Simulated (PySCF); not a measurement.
One of the candidates below gave these computed data.

All candidates are C3H9ClSSi2.

| technique | computed result |
| --- | --- |
| 13C NMR | chemical shifts (computed TMS as zero) by class: 157.4 (1 C), 145.0 (1 C), 13.5 (1 C) ppm [GIAO PBE0/pcSseg-1] |
| Dipole | 0.87 D [PBE0/pcSseg-1] |
| Rotational structure | rotational constants A, B, C: 1.124, 1.008, 0.665 GHz [GFN2-xTB] |
| 1H NMR | chemical shifts (computed TMS as zero) by class: 7.32 (1 H), 5.21 (2 H), 4.29 (3 H), 2.03 (3 H) ppm [GIAO PBE0/pcSseg-1] |
| NMR, other nuclei | isotropic shieldings of nuclei other than C and H, by class: 375 (1 Si), 434 (1 Si), 708 (1 S), 567 (1 Cl) ppm [GIAO PBE0/pcSseg-1] |

The electronic properties come from PySCF, for the isolated species, density fitting. Levels stand in brackets. One conformer (not necessarily the lowest) at the GFN2-xTB geometry, without solvent, vibrations or thermal averaging. GFN2-xTB frequencies show an imaginary mode (26i cm⁻¹), so this geometry is no minimum at that level. Each NMR value is the plain mean over a class of atoms that symmetry, rotation or inversion makes alike.

**Question.** Which candidate is it?
A. `C/C=C\[SiH2]S[SiH2]Cl`
B. `[SiH3]S[Si@@H](Cl)C1CC1`
C. `C=CC[SiH2]S[SiH2]Cl`
D. `CS[SiH2]/C(Cl)=C\[SiH3]`
E. `[SiH3]SC[SiH2]/C=C\Cl`

**Answer.** D. It is `CS[SiH2]/C(Cl)=C\[SiH3]`. Numbering: `[CH3:1][S:2][SiH2:3]/[C:4]([Cl:5])=[CH:6]\[SiH3:7]`. Its formula, C3H9ClSSi2, gives 1 degree of unsaturation: 0 rings and 1 π bond in the structure found. 3 carbons fall into 3 classes; from least to most shielded: vinylic C–Cl carbon [C4] (157.4 ppm), alkene CH carbon [C6] (145.0 ppm), S-methyl carbon [C1] (13.5 ppm). Hydrogen classes from least to most shielded: 1 H on an alkene CH carbon, C6 (7.32 ppm), 2 H on an SiH2 silicon, Si3 (5.21 ppm), 3 H on an SiH3 silicon, Si7 (4.29 ppm), 3 H on an S-methyl carbon, C1 (2.03 ppm). The other shieldings belong to: 375 ppm, SiH2 silicon [Si3]; 434 ppm, SiH3 silicon [Si7]; 708 ppm, sulfur bonded to C and Si [S2]; 567 ppm, vinyl chlorine [Cl5]. The optimised geometry has point group C1 and is an asymmetric top.

The others, at the same levels:
- `C/C=C\[SiH2]S[SiH2]Cl` fails: its computed 13C shifts are 159.1 (1 C), 124.7 (1 C), 24.1 (1 C) ppm, 1H shifts are 7.05 (1 H), 5.66 (1 H), 5.58 (2 H), 5.24 (2 H), 2.09 (3 H) ppm and rotational constant A is 1.338 GHz (against 1.124 GHz).
- `C=CC[SiH2]S[SiH2]Cl` fails: its computed 13C shifts are 143.9 (1 C), 125.6 (1 C), 30.0 (1 C) ppm, 1H shifts are 6.29 (1 H), 5.86 (2 H), 5.68 (1 H), 5.27 (1 H), 5.01 (2 H), 1.93 (2 H) ppm and rotational constant A is 1.324 GHz (against 1.124 GHz).
- `[SiH3]SC[SiH2]/C=C\Cl` fails: its computed 13C shifts are 150.1 (1 C), 132.7 (1 C), 12.2 (1 C) ppm, 1H shifts are 6.99 (1 H), 6.51 (1 H), 4.67 (2 H), 4.60 (3 H), 1.82 (2 H) ppm and rotational constant A is 2.630 GHz (against 1.124 GHz).
- `[SiH3]S[Si@@H](Cl)C1CC1` fails: its computed 13C shifts are 5.6 (1 C), 5.0 (1 C), 3.8 (1 C) ppm, 1H shifts are 5.13 (1 H), 4.67 (3 H), 0.81 (1 H), 0.80 (1 H), 0.46 (1 H), 0.42 (1 H), 0.31 (1 H) ppm and rotational constant A is 2.000 GHz (against 1.124 GHz).

Each candidate is one conformer, not necessarily the lowest. The conformers computed, where there is a choice (atom-mapped SMILES and torsion angles):
- `[CH3:1][S:2][SiH2:3]/[C:4]([Cl:5])=[CH:6]\[SiH3:7]`: C1–S2–Si3–C4 -44°, S2–Si3–C4–Cl5 115°
- `[CH3:1]/[CH:2]=[CH:3]\[SiH2:4][S:5][SiH2:6][Cl:7]`: C2–C3–Si4–S5 102°, C3–Si4–S5–Si6 -58°, Si4–S5–Si6–Cl7 -57°
- `[CH2:1]=[CH:2][CH2:3][SiH2:4][S:5][SiH2:6][Cl:7]`: C1–C2–C3–Si4 112°, C2–C3–Si4–S5 -71°, C3–Si4–S5–Si6 67°, Si4–S5–Si6–Cl7 31°
- `[SiH3:1][S:2][CH2:3][SiH2:4]/[CH:5]=[CH:6]\[Cl:7]`: Si1–S2–C3–Si4 83°, S2–C3–Si4–C5 50°, C3–Si4–C5–C6 177°
- `[SiH3:1][S:2][Si@@H:3]([Cl:4])[CH:5]1[CH2:6][CH2:7]1`: Si1–S2–Si3–Cl4 47°, S2–Si3–C5–C6 168°
